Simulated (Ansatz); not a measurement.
C₂H₉AlO₃Si, singlet, geometry from GFN2-xTB (such geometries of metal compounds can be far from the true shape), atoms displaced at random by about 0.08 Å a coordinate; PBE/STO-3G, gradient (Ansatz, a program for electronic structure).

Here is a job for Ansatz.
Ansatz 0.2 input:
```yaml
crystal:
  periodic: [false, false, false]
  atoms:
    - {symbol: Si, position_ang: [-1.48137433, -0.38013032, 0.80749330]}
    - {symbol: C, position_ang: [-1.85841246, -2.17620059, 0.11834484]}
    - {symbol: C, position_ang: [-2.78963827, 0.94963658, -0.13703318]}
    - {symbol: O, position_ang: [0.08742433, 0.13584912, 0.33840263]}
    - {symbol: Al, position_ang: [1.59110159, 0.45140306, -0.35315297]}
    - {symbol: O, position_ang: [2.87430270, 0.93199145, 0.65837315]}
    - {symbol: O, position_ang: [1.69855374, 0.35308096, -1.89003443]}
    - {symbol: H, position_ang: [-1.52288929, -0.32690666, 2.21457698]}
    - {symbol: H, position_ang: [-1.71007295, -2.31914793, -0.90953005]}
    - {symbol: H, position_ang: [-2.81088483, -2.58962962, 0.48332943]}
    - {symbol: H, position_ang: [-0.99945096, -2.91592804, 0.68102075]}
    - {symbol: H, position_ang: [-2.47736668, 0.95066687, -1.15742308]}
    - {symbol: H, position_ang: [-2.43746847, 1.90345508, 0.14443147]}
    - {symbol: H, position_ang: [-3.80171658, 0.56153164, 0.00610163]}
    - {symbol: H, position_ang: [3.00250212, 0.93906791, 1.60441531]}
    - {symbol: H, position_ang: [2.32030377, 0.53309151, -2.52495859]}
basis:
  gaussian:
    orbitals: STO-3G
hamiltonian:
  xc: pbe
output: {forces: true}
```

Task: What does Ansatz print? Leave out banner, timings and long lists.

Result: 
```
Functional definition: PBE
672 factors; integrals over basis functions are off by at most 4.2e-5 eV
mean field evaluation 1: about -22531.1264 eV, gradient 4.4e1 eV
mean field evaluation 2: about -22519.1070 eV, gradient 8.1e1 eV
mean field evaluation 4: about -22537.3288 eV, gradient 5.6e0 eV
mean field evaluation 8: about -22537.2915 eV, gradient 1.0e-1 eV
mean field evaluation 16: about -22537.2916 eV, gradient 3.2e-5 eV
mean field -22537.29157516 eV, -828.2301890623 hartree, gradient 3.2e-5 eV, S^2 0.000000; 0 other end points of the search recorded, 0 dependent functions left out
the calculation of the forces begins
reference -22537.29161050 eV, -828.2301903608 hartree; 36, 36 occupied and 16, 16 virtual orbitals, 672 factors
Total energy: -22537.29161050 eV, -828.2301903608 hartree
Atom 0 at    -1.481374    -0.380130     0.807493 Å, force     0.945324     1.562877    -4.893729 eV/Å
Atom 1 at    -1.858412    -2.176201     0.118345 Å, force     3.288435    -1.329999     5.544371 eV/Å
Atom 2 at    -2.789638     0.949637    -0.137033 Å, force     2.708615    -3.824445     1.525202 eV/Å
Atom 3 at     0.087424     0.135849     0.338403 Å, force    -0.985982    -0.477762     0.520554 eV/Å
Atom 4 at     1.591102     0.451403    -0.353153 Å, force    -1.214716     0.117069     7.043855 eV/Å
Atom 5 at     2.874303     0.931991     0.658373 Å, force     0.145344     0.194320    -5.030176 eV/Å
Atom 6 at     1.698554     0.353081    -1.890034 Å, force    -4.583547    -1.740999    -0.581055 eV/Å
Atom 7 at    -1.522889    -0.326907     2.214577 Å, force    -0.363548    -0.076599     1.505946 eV/Å
Atom 8 at    -1.710073    -2.319148    -0.909530 Å, force     0.026437    -0.102932    -2.444318 eV/Å
Atom 9 at    -2.810885    -2.589630     0.483329 Å, force    -0.288451     0.134010    -0.321195 eV/Å
Atom 10 at    -0.999451    -2.915928     0.681021 Å, force    -2.659638     2.242609    -1.873295 eV/Å
Atom 11 at    -2.477367     0.950667    -1.157423 Å, force    -0.122346    -0.801737    -1.735557 eV/Å
Atom 12 at    -2.437468     1.903455     0.144431 Å, force    -0.744360     2.097116     1.558504 eV/Å
Atom 13 at    -3.801717     0.561532     0.006102 Å, force    -0.399481     0.951685     0.113241 eV/Å
Atom 14 at     3.002502     0.939068     1.604415 Å, force    -0.654043    -0.376681     3.508157 eV/Å
Atom 15 at     2.320304     0.533092    -2.524959 Å, force     4.901957     1.431469    -4.440506 eV/Å
Dipole moment:     0.276789    -0.010113     0.014385 e Å
```
